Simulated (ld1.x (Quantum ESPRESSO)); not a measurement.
# Pm (Z = 61): RRKJ pseudisation with PBE, scalar-relativistic reference atom.

| Quantity | Value |
| --- | --- |
| Element | Pm (Z = 61) |
| Generator | ld1.x (Quantum ESPRESSO) 7.5 |
| Type | norm-conserving RRKJ (Kleinman–Bylander form) |
| Functional | PBE |
| Relativity | scalar-relativistic |
| Frozen core | [Kr] |
| Valence charge | 25 |
| Reference configuration | 4d10 4f4 5s2 5p6 5d1 6s2 6p0 |
| Partial waves | 5s (bound): rc 1.90 bohr; 4d (bound): rc 0.65 bohr; 4f (bound): rc 1.50 bohr; 5p (bound): rc 1.70 bohr |
| Local potential | the p channel |
| Core correction | a·sin(br)/r model core, default radius (core density twice the valence density) |

Occupied shells without a wave of their own: 5d, 6s. They enter only through the test configuration that unscreens the potential, and ld1.x also counts them in the model core charge.

Q: Does this generation succeed?

A: No. ld1.x (Quantum ESPRESSO) 7.5 stopped with "compute_phi: phi has nodes before r_c": the RRKJ expansion in Bessel functions gave a pseudo-wave with a node inside its radius. Before that it printed "This function has    1 nodes for 0 < r <    1.895".
